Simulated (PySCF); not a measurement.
Telling isomers of C$_{3}$H$_{12}$FPSi$_{3}$ apart by NMR

- PBE0/pcSseg-1 with gauge-including orbitals
- geometry from GFN2-xTB
- program: PySCF
- relativity neglected, no solvent model, equivalent nuclei averaged, a single conformation

References, each an isolated molecule treated in the same way: 1H (σref 31.72), 13C (σref 186.93) against TMS. Splittings of carbon signals by F and P are missing where no couplings were computed. Where no couplings were computed, multiplicities follow the n + 1 count of equivalent neighbours, and m marks all less simple cases (inequivalent or close neighbours, rings, F or P nearby). Shifts are as computed. Against solution values, carbons near 30 ppm lie about +3 ppm off and those near 130 ppm about +5 ppm. Of 1211 compounds with measured shifts, 218 miss one by over three times the rms of a fit or turn the order of signals round; such compounds aren't used in these exercises.

(1) Tabulate the signals of `F[C@H]1[SiH2]C[Si@@H](P)C[SiH2]1`, `F[C@@H]1[SiH2]C[SiH2]C[Si@H]1P` and their relative energies.

(2) What is the quickest way to tell F[C@H]1[SiH2]C[Si@@H](P)C[SiH2]1 from F[C@@H]1[SiH2]C[SiH2]C[Si@H]1P?

Results:

(1) 
```json
{"SMILES": "F[C@H]1[SiH2]C[Si@@H](P)C[SiH2]1", "carbon types": "1×CH 2×CH2", "δC": "81.7, -7.2", "δH": "5.20 (m, 1H), 5.17 (m, 1H), 4.73 (m, 2H), 4.29 (m, 2H), 1.17 (m, 2H), 0.32 (m, 2H), -0.19 (m, 2H)", "E rel. (kcal/mol)": "0.0"}
{"SMILES": "F[C@@H]1[SiH2]C[SiH2]C[Si@H]1P", "carbon types": "1×CH 2×CH2", "δC": "83.0, -4.0, -9.5", "δH": "5.16 (m, 1H), 4.95 (m, 1H), 4.79 (m, 1H), 4.63 (m, 1H), 4.43 (m, 1H), 4.33 (m, 1H), 1.36 (m, 2H), -0.08 (m, 1H), -0.11 (m, 1H), -0.19 (m, 1H), -0.20 (m, 1H)", "E rel. (kcal/mol)": "0.9"}
```

Energies are electronic energies at PBE0/pcSseg-1 on these geometries, without zero-point or thermal terms, each for the one conformer computed, which needn't be the lowest.

(2) Count the carbon signals: 2 against 3. The first has an sp3 CH2 bonded to 2 Si at -7.2 ppm, the second an sp3 CH2 bonded to 2 Si at -4.0 ppm. Their most deshielded carbons lie at 81.7 and 83.0 ppm.
